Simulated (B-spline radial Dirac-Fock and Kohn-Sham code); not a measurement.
These are calculated numbers from a radial finite-basis atomic code; the model is Dirac-Fock energy differences between relaxed states, corrected for Breit and QED terms. Free neutral atoms.

Task: Order these X-ray lines by photon energy, lowest first.
A. Rb Mζ2
B. Si Lℓ
C. Kr Mζ2
D. Mg Lℓ
E. Sr Mζ1
F. Sr Mζ2

Result: D (49.68 eV), C (79.75 eV), B (93.86 eV), A (96.49 eV), E (113.9 eV), F (114.5 eV).
